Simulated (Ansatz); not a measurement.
Job for Ansatz (a quantum-chemistry and plane-wave program): R-B3LYP/def2-TZVPPD on H2Se (SMILES [SeH2]) with ghost functions. Files ending in .json are basis or fitting sets from the Basis Set Exchange.

Ansatz 0.2 input:
```yaml
crystal:
  periodic: [false, false, false]
  atoms:
    - {symbol: Se, position_ang: [-1.00958273, 0.53385532, 3.41710959]}
    - {symbol: H, position_ang: [0.12604318, -0.35647416, 3.12627285]}
    - {symbol: H, position_ang: [-1.94009157, -0.60440130, 3.46027547]}
basis:
  gaussian:
    orbitals: def2-TZVPPD.json
    ghost_atoms:
      - {symbol: O, position_ang: [1.06929457, -0.99983719, 0.84770382]}
      - {symbol: C, position_ang: [0.46778350, -0.55171561, -0.09122250]}
      - {symbol: O, position_ang: [-0.59998483, 0.24657967, -0.02902505]}
      - {symbol: H, position_ang: [0.72738013, -0.74760930, -1.14021879]}
      - {symbol: H, position_ang: [-0.82289129, 0.41491516, 0.91342077]}
hamiltonian:
  xc: {name: B3LYP}
scf: {lower_state_search: off}
```

Program output:

```
WARN ansatz: RAYON_NUM_THREADS=1 ignored (pool sized by the plan → 1); use --threads N
Functional definition: B3LYP
these checks for a lower state are left out or cut short: stability, starts, cluster_reference, orbital_swaps, neighbouring_geometries, increment
integrals: 0.17 GiB planned
1186 factors; their error is unknown
mean field: 1.35 GiB planned
mean field evaluation 1: about -65382.7990 eV, gradient 1.0e1 eV
mean field evaluation 2: about -65382.9528 eV, gradient 5.6e0 eV
mean field evaluation 4: about -65383.0499 eV, gradient 1.6e-1 eV
mean field evaluation 8: about -65383.2787 eV, gradient 2.6e-1 eV
mean field evaluation 16: about -65383.2788 eV, gradient 2.3e-6 eV
mean field -65383.27875729 eV, -2402.7911759523 hartree, gradient 2.3e-6 eV, S^2 0.000000; 0 other end points of the search recorded, 0 dependent functions left out
reference -65383.27899786 eV, -2402.7911847930 hartree; 18, 18 occupied and 224, 224 virtual orbitals, 1186 factors
Total energy: -65383.27899786 eV, -2402.7911847930 hartree
Checks for a lower state left out: stability, starts, cluster_reference, orbital_swaps, neighbouring_geometries, increment
```

Self-consistency was reached.

Cost: roughly 3 core-seconds.
